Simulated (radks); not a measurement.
Results of a calculation; reference values are marked as such.
The nitrogen anion N-, [He] 2s2 2p4, held by a Watson sphere: a shell of charge +1.2 at radius R that stands for the Madelung well of a crystal (potential energy -1.2/R inside, -1.2/r outside, in hartree with lengths in bohr). Level of theory: scalar-relativistic Kohn-Sham, LB94 model potential, spin-polarised, spherical densities, point nucleus; open shells are filled with parallel spins first (a radial shooting solver on a logarithmic mesh with Libxc functionals). Response by self-consistent Sternheimer equations with the Hartree and adiabatic LDA kernel, the relativistic mass of each level held fixed and spin-orbit coupling left out. The sphere does not respond.

R (bohr)  e(2s down) (eV)  e(2p up) (eV)  e(2p down) (eV)  <r> 2p (bohr)  sum of <r^2> (bohr^2)  X-ray form factor at sin(theta)/lambda = 0.2 1/angstrom  alpha (bohr^3)
1.75              -24.773        -15.814          -13.936          1.526                  16.07                                                    4.951           9.019
2.63              -21.717        -13.035          -11.293          1.664                  18.54                                                    4.770           13.97
2.76              -21.351        -12.688          -10.955          1.680                  18.82                                                    4.757           14.75
2.91              -20.952        -12.308          -10.584          1.697                  19.11                                                    4.745           15.66
3.25              -20.136        -11.519           -9.811          1.730                  19.68                                                    4.726           17.72
3.29              -20.048        -11.433           -9.726          1.734                  19.74                                                    4.725           17.96
3.35              -19.917        -11.306           -9.601          1.739                  19.82                                                    4.723           18.31
3.38              -19.853        -11.244           -9.539          1.742                  19.87                                                    4.721           18.49
3.69              -19.235        -10.637           -8.940          1.766                  20.26                                                    4.713           20.30
